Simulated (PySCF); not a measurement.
Job for PySCF: R-MP2/6-31G* on ClH3 (a complex), monomers drawn apart or pushed together.

```python
from pyscf import gto, scf, dft, mp
from pyscf.data.elements import chemcore

mol = gto.M(
    atom='''
    Cl   -0.11795616   -0.58843122   -0.72128949
    H    -0.07378760   -0.40224195    0.54698815
    H    -0.32068188    0.16104773    3.71507569
    H     0.39782556   -0.03588010    3.71812157
    ''',
    basis='6-31g*',
    cart=True,
    charge=0, spin=0, verbose=3, max_memory=1800)
mf = scf.RHF(mol)
mf.conv_tol = 1e-8
mf.max_cycle = 100
mf.kernel()
if not mf.converged:
    mf = mf.newton().run(mf.mo_coeff, mf.mo_occ)
pt = mp.MP2(mf, frozen=chemcore(mol)).run()
```

Program output:

```
converged SCF energy = -461.186632358109
E(RMP2) = -461.336643973493  E_corr = -0.150011615384631
E(SCS-RMP2) = -461.338850765411  E_corr = -0.152218407302139
```

The calculation finished and met its thresholds.

Cost: roughly 0.28 core-seconds.
